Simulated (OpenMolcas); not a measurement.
Computed levels of 4f⁴ in ions with 58 electrons, in cm-1 above ⁵I₄.

```json
{
 "Program": "OpenMolcas",
 "Method": "MS-CASPT2, IPEA 0.25 Eh, imaginary shift 0.1 Eh",
 "Basis": "ANO-RCC-VTZP",
 "Scalar Hamiltonian": "DKH2, point nucleus",
 "Spin-orbit coupling": "state interaction with AMFI integrals over the reference wave functions, term energies averaged over their components"
}
```

Active space for each ion: 4 electrons in 7 orbitals (4f); closed shells correlated by CASPT2: 5s 5p.

```json
{"Level": "⁵I₅", "Nd2+": "1233", "Sm4+": "2040"}
{"Level": "⁵I₆", "Nd2+": "2590", "Sm4+": "4270"}
{"Level": "⁵I₇", "Nd2+": "4030", "Sm4+": "6600"}
{"Level": "⁵I₈", "Nd2+": "5520", "Sm4+": "8990"}
{"Level": "⁵F₁", "Nd2+": "11690", "Sm4+": "16220"}
{"Level": "⁵F₂", "Nd2+": "12080", "Sm4+": "16810"}
{"Level": "⁵F₃", "Nd2+": "12790", "Sm4+": "17990"}
{"Level": "⁵F₄", "Nd2+": "13570", "Sm4+": "19240"}
{"Level": "⁵S₂", "Nd2+": "14440", "Sm4+": "19600"}
```

Estimate ⁵I₈, ⁵F₁, ⁵F₂ for Pm3+ from its neighbours Nd2+ and Sm4+.

⁵I₈ is fine structure, which grows about as the fourth power of a screened charge, so the fourth roots are averaged: ((5520^0.25 + 8990^0.25) / 2)^4 = 7097. The calculation gives 7180, so the estimate is off by -1.2 %.
⁵F₁ is another term, which grows about linearly with the charge: (11690 + 16220) / 2 = 13955. The calculation gives 13900, so the estimate is off by +0.4 %.
⁵F₂ is another term, which grows about linearly with the charge: (12080 + 16810) / 2 = 14445. The calculation gives 14390, so the estimate is off by +0.4 %.

Term energies are means over components that CASPT2 splits; among the terms shown or strongly mixed into the levels shown the widest spread is 1600 cm-1 (4f⁴ ⁵I, Nd2+). Blocks of more than 70 roots (2S+1 = 3 even, 1 even) ran without multistate coupling. High states are left out of the spin-orbit mixing, which shifts the levels that they would mix with. Only configurations of the active space appear.
